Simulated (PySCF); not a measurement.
Worked example: oscillator strength and radiative lifetime

Bi(H)2(SiH3) (BiH5Si), SMILES [BiH2][SiH3].

Geometry optimised at B3LYP-D3(BJ)/def2-TZVP. The def2 effective core potentials stand for the cores of Bi; spin–orbit coupling is left out.

TDA-LC-ωPBE/def2-SVPD in PySCF 2.14.0 puts the first singlet state with f over 0.02 at 6.08 eV (vertical), with the transition dipole (-0.202, -0.478, 0.000) in atomic units.

Find the oscillator strength, the wavelength and the radiative lifetime that this transition would have in vacuum if emission retraced absorption.


|μ|² = 0.2693 au, so |μ| = 1.32 D. ΔE = 6.08/27.211 = 0.2234 hartree. f = (2/3) ΔE |μ|² = 0.040 (the program prints 0.040).
λ = 1239.84/6.08 = 204 nm; ν = 49038 cm⁻¹.
Einstein's coefficient A = 0.6670 ν² f s⁻¹ (ν in cm⁻¹) = 6.4e7 s⁻¹, so τ = 1/A = 16 ns. This state is S2; the lower singlet has f = 0.013. The figure is the radiative limit of this one transition; relaxation, internal conversion, crossing to triplets and a medium change what is measured.
